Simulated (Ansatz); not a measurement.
Abridged output of a molecular run in Ansatz:

```
Functional definition: HF
1033 factors; integrals over basis functions are off by at most 1.2e-3 eV
mean field evaluation 1: about -71185.0937 eV, gradient 2.6e1 eV
mean field evaluation 2: about -71185.1268 eV, gradient 2.6e1 eV
mean field evaluation 4: about -71187.2901 eV, gradient 3.2e0 eV
mean field evaluation 8: about -71187.3494 eV, gradient 2.0e-1 eV
mean field evaluation 16: about -71187.3074 eV, gradient 4.8e-1 eV
mean field -71187.35037067 eV, -2616.0868736030 hartree, gradient 4.8e-6 eV, S^2 0.000000; 0 other end points of the search recorded, 0 dependent functions left out
20 core orbitals not correlated: weight in the atoms' cores, before any rotation towards them, 1.000 or more for the frozen orbitals, at most 0.000 for the correlated occupied ones
reference -71187.35037067 eV, -2616.0868736030 hartree; 15, 15 occupied and 72, 72 virtual orbitals, 1033 factors
second order -14.49558848 eV of doubles, -0.00000000 eV of singles
cycle   1  -14.81123912 eV  change   -3.2e-1 eV  update   1.1e-1
cycle   2  -15.35991918 eV  change   -5.5e-1 eV  update   3.5e-2
cycle   3  -15.43224261 eV  change   -7.2e-2 eV  update   1.7e-2
cycle   4  -15.42460555 eV  change    7.6e-3 eV  update   5.0e-3
cycle   5  -15.42580850 eV  change   -1.2e-3 eV  update   2.2e-3
cycle   6  -15.42490490 eV  change    9.0e-4 eV  update   9.1e-4
cycle   7  -15.42475502 eV  change    1.5e-4 eV  update   3.5e-4
cycle   8  -15.42485634 eV  change   -1.0e-4 eV  update   1.3e-4
cycle   9  -15.42486062 eV  change   -4.3e-6 eV  update   4.3e-5
cycle  10  -15.42484346 eV  change    1.7e-5 eV  update   1.7e-5
perturbative correction -0.57180612 eV, -0.0210134875 hartree
Total energy: -71203.34702026 eV, -2616.6747396324 hartree
```

Its atoms:

```xyz
9

N    -0.525    0.865   -0.725
Ge    0.193    0.598    1.158
Al    1.679   -1.143    0.542
Al   -0.398   -1.078   -0.784
H    -1.459    1.258   -0.736
H     0.067    1.444   -1.303
H    -0.554    1.750    1.883
H     2.599   -1.954    1.547
H    -1.602   -1.740   -1.583
```

Task: Which basis set was used?
A. def2-TZVPPD
B. def2-QZVPP
C. cc-pV(T+d)Z
D. def2-SVP

Result: D. It gives 107 functions.

Task: Write the keys of the input that set method, charge and spin (a neutral closed shell needs none for the last two).

Result: 
```yaml
correlation: {method: ccsd_t}
```
